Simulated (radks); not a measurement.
Spherical quantum dot in the effective-mass picture: electrons in a parabolic well V = omega^2 r^2 / 2 with omega = 1.04, with a point charge +2 (a donor) at the centre, all in effective atomic units (hartree* = m*/eps^2 hartree, bohr* = eps/m* bohr), one dielectric constant everywhere. Calculated with a radial shooting solver with Libxc functionals: non-relativistic Kohn-Sham, PBEsol, spin-polarised, spherical densities. Levels are named by radial order and angular momentum (1s, 1p, 1d, 2s, ...), and open shells are averaged over m.

N = 35, configuration 1s2 1p6 1d10 2s2 1f(up 7, down 5) 2p(up 3, down 0). This is the lowest configuration that the search found. Occupied and some empty levels:

level,occupation,eigenvalue (hartree*),<r> (bohr*)
1s up,1,14.295,0.9832
1s down,1,14.363,0.9858
1p up,3,15.241,2.133
1p down,3,15.283,2.154
2s up,1,15.357,2.211
2s down,1,15.388,2.191
1d up,5,15.738,2.525
1d down,5,15.772,2.522
1f up,7,16.252,2.779
1f down,5,16.288,2.771
2p up,3,16.290,2.345
2p down,0,16.359,2.351
3s up,0,16.596,2.443
3s down,0,16.639,2.465
1g up,0,16.807,2.977
1g down,0,16.846,2.970
2d up,0,16.989,2.609
2d down,0,17.041,2.635

Energy (hartree*): total 332.504, kinetic 37.549, external 86.637, Hartree 225.30, exchange-correlation -16.987.
